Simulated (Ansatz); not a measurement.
Coupled-cluster diagnostics for AlCl2F, Ansatz.

Geometry of the singlet (r2SCAN-D4/def2-TZVP):

| atom | x (Å) | y (Å) | z (Å) |
| --- | --- | --- | --- |
| Al1 | 0.0038 | 0.0760 | 0.0554 |
| Cl2 | 1.4459 | -0.1795 | -1.4028 |
| Cl3 | -1.5226 | -1.2903 | 0.3276 |
| F4 | 0.0729 | 1.3938 | 1.0198 |

Correlated methods freeze 16 core orbitals. In CCSD on the charge 1 doublet the largest single amplitude is 0.32, so its Hartree–Fock determinant may place the open shell otherwise than the density functionals do.

**Question.** Estimate the CCSD(T) correlation energy, the shares of MP2 and (T), T1 and the reference's ⟨S²⟩ for: charge 0, singlet, own geometry in def2-TZVPP; charge 1, doublet, vertical in def2-TZVPP; and the rough time on 4 threads of Arm Neoverse V1 on a shared host.

**Answer.** 
```
                          state       basis  correlation (eV)  MP2 share (%)  (T) share (%)     T1  ⟨S²⟩ (pure)  wall time           remarks
charge 0, singlet, own geometry  def2-TZVPP           -20.417           92.2            3.5  0.010  0.00 (0.00)      4.5 s                 –
    charge 1, doublet, vertical  def2-TZVPP           -19.620           90.5            3.8  0.050  0.76 (0.75)       54 s  large T1 (0.050)
```
Customary marks for T1 are 0.02 (closed shells), 0.045 (open shells) and about 0.05 (3d metals). T1 exceeds 0.02 in 1 of 2 rows and 0.045 in 1; the higher it lies, the less the single-reference result can be trusted.
